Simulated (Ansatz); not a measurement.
Calculated with Ansatz (gas phase, PBE0-D4/def2-TZVP geometries, no zero-point term in ΔE). CCSD(T)/CBS is the MP2 limit (def2-TZVPP, def2-QZVPP) plus CCSD(T) − MP2 in def2-TZVPP, frozen cores. This one scheme is used for every species. DFT in def2-TZVPP. B3LYP here is the variant with VWN-RPA as its local correlation; programs differ in this. Each species was taken in one conformer, which may not be the lowest.

Consider the ligand exchange at the Si–N bond: `N[Si]S` + `[SiH3]N[SiH3]` → `[SiH3]N([SiH3])[Si]S` + NH₃.

```
             level  ΔE (kJ/mol)  difference from CCSD(T)/CBS
           PBE0-D4         11.7                          0.8
          B3LYP-D4         12.1                          1.2
           ωB97M-V         15.7                          4.8
           r2SCAN0         20.7                          9.8
RPA@PBE/def2-TZVPP         10.7                         -0.2
     CCSD/def2-SVP         19.1                          8.2
    MP2/def2-TZVPP          8.6                         -2.3
   CCSD/def2-TZVPP         16.2                          5.3
SCS-MP2/def2-QZVPP         14.7                          3.8
      HF/CBS(def2)         39.9                         29.0
       CCSD(T)/CBS         10.9                            0
```

Task: What do rigid-rotor, harmonic-oscillator terms from PBE0-D4/def2-TZVP frequencies (298.15 K, 1 bar) make of the CCSD(T)/CBS value? (Estimate.)

Result: The calculation gave: ΔZPE = -2.7 kJ/mol, ΔH = +11.1 kJ/mol, ΔS = -33 J/(mol·K), ΔG = +20.9 kJ/mol. Modes under 50 cm⁻¹ make the entropy rough.

Largest T1 diagnostic among the species: 0.014.

Leaving LDA and LC-ωPBE aside and taking each functional with its dispersion term where it has one, the values, not all of them listed here, spread over 17.6 kJ/mol, from revPBE-D4 to B2PLYP. LDA lies −7.2 kJ/mol from PBE without D4. In def2-TZVPP, CCSD(T) changes the Hartree–Fock value by −29.8 kJ/mol (the triples alone add −6.1 kJ/mol) and MP2 by −31.3 kJ/mol. The D4 term adds −18.2 kJ/mol with B3LYP and −10.1 kJ/mol with PBE0; it sums over pairs of atoms, weighted by their polarisabilities, and B3LYP, whose exchange is more repulsive, gets the larger term.
